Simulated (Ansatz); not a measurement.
Kohn–Sham single points on ClHZn (`[Cl][ZnH]`).

```yaml
crystal:
  periodic: [false, false, false]
  atoms:
    - {symbol: Cl, position_ang: [1.621635, -0.593275, 0.815704]}
    - {symbol: Zn, position_ang: [-0.168938, 0.036270, -0.087841]}
    - {symbol: H, position_ang: [-1.463598, 0.492305, -0.741063]}
basis:
  gaussian: {orbitals: def2-TZVPP}
hamiltonian: {xc: {name: r2SCANh}, dispersion: d4}
output: {orbitals: {seedname: orbitals}}
```

```sh
$ ansatz run in.yaml --threads 2 --pin off --events-out ev --progress --plain
```

It prints (some lines left out):

```
Functional definition: r2SCANh
874 factors; their error is unknown
mean field evaluation 1: about -60956.7495 eV, gradient 4.1e1 eV
mean field evaluation 2: about -60952.5991 eV, gradient 8.5e1 eV
mean field evaluation 4: about -60958.7310 eV, gradient 1.2e0 eV
mean field evaluation 8: about -60958.7661 eV, gradient 1.8e-2 eV
mean field -60958.76614162 eV, -2240.1933363688 hartree, gradient 1.7e-5 eV, S^2 0.000000; 0 other end points of the search recorded, 0 dependent functions left out
reference -60958.76615241 eV, -2240.1933367654 hartree; 24, 24 occupied and 96, 96 virtual orbitals, 874 factors
Total energy: -60958.77563666 eV, -2240.1936853049 hartree
```

Run time 1.1 s (2 threads of a server CPU on a shared host); peak host memory 0.24 GiB.

Changing it to `hamiltonian: {xc: {name: wB97M-V}}` and forces (abridged; 2 s):

```
Functional definition: wB97M-V
mean field -60957.09712264 eV, -2240.1320010527 hartree, gradient 5.7e-5 eV, S^2 0.000000
Total energy: -60957.09716707 eV, -2240.1320026853 hartree
Atom 0 force     0.024930    -0.009196     0.012540 eV/Å
Atom 1 force    -0.169845     0.060837    -0.085601 eV/Å
Atom 2 force     0.144915    -0.051641     0.073061 eV/Å
Dipole moment:    -0.306121     0.107401    -0.154494 e Å
```

The same input with `hamiltonian: {xc: {name: B3LYP}, dispersion: d4}` and forces (abridged; 0.9 s):

```
Functional definition: B3LYP
mean field -60962.30881781 eV, -2240.3235273176 hartree, gradient 4.9e-5 eV, S^2 0.000000
Total energy: -60962.37525138 eV, -2240.3259687061 hartree
Atom 0 force     0.183020    -0.064783     0.092314 eV/Å
Atom 1 force    -0.267446     0.095123    -0.134854 eV/Å
Atom 2 force     0.084425    -0.030340     0.042541 eV/Å
Dipole moment:    -0.302935     0.106302    -0.152884 e Å
```

With the line `hamiltonian: {xc: pbe, dispersion: d4}` and forces (abridged; 0.6 s):

```
Functional definition: PBE
mean field -60947.96818116 eV, -2239.7965186410 hartree, gradient 3.2e-5 eV, S^2 0.000000
Total energy: -60948.00838483 eV, -2239.7979960985 hartree
Atom 0 force     0.076108    -0.027192     0.038364 eV/Å
Atom 1 force    -0.155292     0.055685    -0.078261 eV/Å
Atom 2 force     0.079184    -0.028492     0.039896 eV/Å
Dipole moment:    -0.287630     0.100947    -0.145159 e Å
```

With the line `hamiltonian: {xc: {name: r2SCAN0}, dispersion: d4}` (abridged; 1.1 s):

```
Functional definition: r2SCAN0
mean field -60958.10190414 eV, -2240.1689260915 hartree, gradient 1.6e-5 eV, S^2 0.000000
Total energy: -60958.11256900 eV, -2240.1693180180 hartree
```

The same input with `hamiltonian: {xc: {name: LC-wPBE}, dispersion: d4}` (abridged; 0.65 s):

```
WARN the engine holds no damping parameters fitted to this dispersion correction and functional, so the run takes those fitted to pbe0 (hamiltonian.dispersion, under Limitations)
Functional definition: LC-wPBE
mean field -60950.83013202 eV, -2239.9016933951 hartree, gradient 7.2e-5 eV, S^2 0.000000
Total energy: -60950.86392260 eV, -2239.9029351763 hartree
```

B3LYP takes the VWN-RPA correlation (the form of Gaussian; ORCA's B3LYP/G).

LC-ωPBE has ω = 0.4 bohr⁻¹; the program lends it PBE0's D4 damping.
